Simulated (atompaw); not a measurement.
# Cl (Z = 17): one change to a PAW (atompaw) potential, before and after

```
Element                 : Cl
Generator               : atompaw 4.2.0.5
Type                    : PAW
Functional              : PBE
Relativity              : scalar-relativistic
Frozen core             : [Ne]
Valence charge          : 7
Reference configuration : 3s2 3p5
Partial waves           : 3s (bound): rc 1.45 bohr; 3s channel at -1.15 Ry: rc 1.45 bohr; 3p (bound): rc 1.10 bohr; 3p channel at 1.7 Ry: rc 1.45 bohr; 3d channel at 0.25 Ry: rc 1.45 bohr; 3d channel at 1.2 Ry: rc 1.45 bohr
Local potential         : ultrasoft scheme with l = 3 at 0 Ry, radius 1.40 bohr
Core correction         : smooth core density matched at 1.30 bohr
Augmentation charge     : sinc compensation charge, radius 1.30 bohr; PAW radius 1.45 bohr; waves and projectors: custom rrkj gramschmidtortho
```

Change: reference 3s2 3p4.

Cutoffs: the cutoffs (Ry, on a coarse ladder) from which the occupation-weighted sum of valence levels, in a spherical-Bessel basis at the reference potential, stays within 10 and 1 mRy of its value at 400 Ry; they do not see the model core or the augmentation charge, which bear on the density cutoff.

Question: What does the change do?

Answer: The potential gets neither clearly harder nor softer (35 Ry and 55 Ry → 35 Ry and 50 Ry); the p channel sets the loose cutoff, while the largest relative change is in s, which becomes harder; neither file shows a bound ghost.

```tsv
quantity	base	changed
cutoff, loose	35 Ry	35 Ry
cutoff, tight	55 Ry	50 Ry
loose cutoff by channel (10 mRy a level)	s 6 Ry, p 15 Ry	s 8 Ry, p 15 Ry
bound ghosts	none	none
s: phases at 1.45 bohr within 0.05 rad from the reference energy up to (Ry; the scan ends near 5)	to the end of the scan	to the end of the scan
p: phases at 1.45 bohr within 0.05 rad from the reference energy up to (Ry; the scan ends near 5)	to the end of the scan	to the end of the scan
d: phases at 1.45 bohr within 0.05 rad from the reference energy up to (Ry; the scan ends near 5)	to the end of the scan	to the end of the scan
lowest overlap eigenvalue by channel	s 0.43, p 0.21, d 0.95	s 0.42, p 0.29, d 0.96
```

 The cutoffs see the waves, projectors and local potential, not the compensation charge or the core.
